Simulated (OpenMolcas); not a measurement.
Mo5+ among 6 point charges of -1.5 e arranged as a tetragonal octahedron (D4h). The axial distance is 1.1 times the equatorial one, R.

```
Program             : OpenMolcas 26.06
Method              : CASSCF
Basis               : ANO-RCC-VDZP [6s5p3d1f]
Scalar Hamiltonian  : DKH2, point nucleus
Active space        : 1 electron in 5 orbitals (4d)
State averaging     : 2S+1 = 2 even, 5 roots
Spin-orbit coupling : state interaction with AMFI integrals over the reference wave functions
```

All point charges move together. At R = 1.91 Å the first state of the same spin is 2407 cm-1, and at R = 2.02 Å it is 2115 cm-1.

Task: A third run gives 2775 cm-1. What distance was it run at?

Result: With a power law R^-n the two known points give n = -ln(2115 / 2407) / ln(2.02 / 1.91) = 2.31. Then R = 1.91 × (2407 / 2775)^(1/2.31) = 1.796 Å. The run was at 1.79 Å, so the estimate is off by +0.006 Å.

An orbital doublet at a regular site is open to a Jahn-Teller distortion, which this geometry leaves out. This is an electrostatic model: the charges have no orbitals. No measured value stands beside these numbers.
